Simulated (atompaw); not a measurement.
An all-electron radial function and its pseudo partner (Ce)

Columns: radius, all-electron u(r) and pseudo u(r) of the 5s shell (level -41.96 eV) of cerium in the configuration [Kr] 4d10 4f1 5s2 5p6 5d1 6s1.75 6p0; PBE, scalar-relativistic, PAW (atompaw) scheme, atompaw 4.2.0.5.

```json
{"r (bohr)": "0.108", "all-electron": "-0.0802", "pseudo": "0.1603"}
{"r (bohr)": "0.215", "all-electron": "0.3492", "pseudo": "0.3152"}
{"r (bohr)": "0.323", "all-electron": "-0.0361", "pseudo": "0.4639"}
{"r (bohr)": "0.431", "all-electron": "-0.4399", "pseudo": "0.6013"}
{"r (bohr)": "0.538", "all-electron": "-0.5097", "pseudo": "0.7234"}
{"r (bohr)": "0.646", "all-electron": "-0.3116", "pseudo": "0.8295"}
{"r (bohr)": "0.754", "all-electron": "0.0036", "pseudo": "0.9165"}
{"r (bohr)": "0.862", "all-electron": "0.3227", "pseudo": "0.9828"}
{"r (bohr)": "0.969", "all-electron": "0.5855", "pseudo": "1.0274"}
{"r (bohr)": "1.077", "all-electron": "0.7774", "pseudo": "1.0511"}
{"r (bohr)": "1.185", "all-electron": "0.8971", "pseudo": "1.0540"}
{"r (bohr)": "1.292", "all-electron": "0.9550", "pseudo": "1.0377"}
{"r (bohr)": "1.400", "all-electron": "0.9652", "pseudo": "1.0040"}
{"r (bohr)": "1.508", "all-electron": "0.9398", "pseudo": "0.9556"}
{"r (bohr)": "1.615", "all-electron": "0.8908", "pseudo": "0.8960"}
{"r (bohr)": "1.723", "all-electron": "0.8262", "pseudo": "0.8275"}
{"r (bohr)": "1.831", "all-electron": "0.7536", "pseudo": "0.7538"}
{"r (bohr)": "1.938", "all-electron": "0.6791", "pseudo": "0.6791"}
{"r (bohr)": "2.046", "all-electron": "0.6047", "pseudo": "0.6047"}
{"r (bohr)": "2.154", "all-electron": "0.5337", "pseudo": "0.5337"}
{"r (bohr)": "2.262", "all-electron": "0.4676", "pseudo": "0.4676"}
{"r (bohr)": "2.369", "all-electron": "0.4078", "pseudo": "0.4078"}
{"r (bohr)": "2.477", "all-electron": "0.3533", "pseudo": "0.3533"}
{"r (bohr)": "2.585", "all-electron": "0.3048", "pseudo": "0.3048"}
{"r (bohr)": "2.692", "all-electron": "0.2623", "pseudo": "0.2623"}
{"r (bohr)": "2.800", "all-electron": "0.2247", "pseudo": "0.2247"}
```

**Question.** How many radial nodes do the two functions have?

**Answer.** The all-electron 5s function has n − l − 1 = 4 (the table is too coarse to show those close to the nucleus); the pseudo-wave has 0, since the states of the same l below it are removed with the core.

**Question.** At about which radius was the pseudo-wave matched?

**Answer.** 2.05 bohr. The columns agree to 0.0005 from 1.83 bohr on; several derivatives are matched, so the curves merge somewhat inside the radius.

**Question.** Is the pseudo-wave norm-conserving?

**Answer.** No, it belongs to a PAW set: the norm inside the radius is not constrained, and the difference is carried by the augmentation charge.
